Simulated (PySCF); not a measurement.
A calculated (UHF, PySCF 2.14, aug-cc-pVDZ-DK, scalar relativity by spin-free X2C-1e) atom or ion has these occupied shells.

```tsv
shell	electrons	orbital energy (eV)	rms radius, mean of both spins (bohr)
1s α	1	-444.67	0.265
1s β	1	-442.62	0.265
2s α	1	-44.234	1.38
2s β	1	-35.646	1.38
2p α	2	-30.345	1.40
```

Q: Name the element and its charge.

A: N⁺ (nitrogen, charge +1), in [He] 2s2 2p2, high-spin 3P determinant.
